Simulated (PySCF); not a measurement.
A run that did not reach its result, on `[O+]#CC1=C(F)C=CC(F)=C1` (driver script around PySCF, density fitting, GFN2-xTB geometry as the base; each input is a line of settings and coordinates in Å).

Command:
```bash
OMP_NUM_THREADS=1 python probes_run.py task.json out
```
Input:
```
{"job": {"kind": "j", "xc": "PBE00", "basis": "IGLO-II", "grid": 0, "scf": {"max_cycle": 72}}, "charge": 1, "multiplicity": 1}
O      3.503813    -0.662615     0.155344
C      2.405330    -0.443910     0.106497
C      1.069346    -0.186538     0.047047
C      0.591997     1.150581    -0.018297
C     -0.769256     1.358642    -0.077788
F     -1.223262     2.593738    -0.139096
C     -1.683576     0.296308    -0.076135
C     -1.229095    -1.009893    -0.013444
C      0.128627    -1.261221     0.047695
F      0.584898    -2.492540     0.108009
H      1.274969     1.987059    -0.021544
H     -2.741442     0.514678    -0.123829
H     -1.916736    -1.843802    -0.012188
```

Output:
```
KeyError: "LibXCFunctional: name 'PBE00' not found."
```

Q: Diagnose the run.

A: The functional name PBE00 isn't known to the program. Correct the name (PBE0). The run gave no result.
